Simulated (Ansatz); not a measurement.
Ansatz results at the PBE0-D4/def2-TZVP geometry: size of the dipole moment (PBE/def2-TZVPP) 1.84 D; LUMO energy (B3LYP/def2-TZVPP) -0.53 eV; size of the dipole moment (B3LYP/def2-TZVPP) 1.87 D.

Problem. Which molecule gave them?
A. `[SiH3][O][AlH][Br]`
B. `C[CH](F)[AlH2]`
C. `[Cl][AlH][GeH3]`
D. `[CH3][Al]([CH3])[F]`

Solution. D. The others give `C[CH](F)[AlH2]`: 1.51, -1.85, 1.64; `[SiH3][O][AlH][Br]`: 0.78, -1.28, 0.85; `[Cl][AlH][GeH3]`: 1.08, -2.15, 1.15.

B3LYP here is the variant with VWN-RPA as its local correlation; programs differ in this.
